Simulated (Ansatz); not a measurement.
`S=COCS` and `[SiH3]BOCS` differ in one atom or group.

Ansatz, PBE0-D4/def2-TZVP geometries, multiplicity 1. Each molecule was computed in one conformer, which needn't be the lowest.

| property | `S=COCS` |
| --- | --- |
| LUMO energy (ωB97M-V/def2-TZVPP) / eV | 0.46 |
| LUMO energy (PBE/def2-TZVPP) / eV | -2.63 |
| HOMO–LUMO gap (ωB97M-V/def2-TZVPP) / eV | 9.34 |
| HOMO energy (PBE0/def2-TZVPP) / eV | -6.68 |
| HOMO–LUMO gap (PBE0/def2-TZVPP) / eV | 4.97 |
| HOMO–LUMO gap (PBE/def2-TZVPP) / eV | 2.82 |

Q: Give the same properties after the change, and the shifts. (An estimate is asked.)

A: The calculation gave: 
```tsv
property	`[SiH3]BOCS`	shift
LUMO energy (ωB97M-V/def2-TZVPP) / eV	0.74	0.28
LUMO energy (PBE/def2-TZVPP) / eV	-2.18	0.45
HOMO–LUMO gap (ωB97M-V/def2-TZVPP) / eV	10.43	1.09
HOMO energy (PBE0/def2-TZVPP) / eV	-7.45	-0.77
HOMO–LUMO gap (PBE0/def2-TZVPP) / eV	6.23	1.26
HOMO–LUMO gap (PBE/def2-TZVPP) / eV	4.05	1.23
```

With PBE0 the HOMO falls by 0.77 eV and the LUMO rises by 0.49 eV, so the gap widens by about 1.26 eV. PBE moves the HOMO by -0.78 eV and ωB97M-V by -0.82 eV.
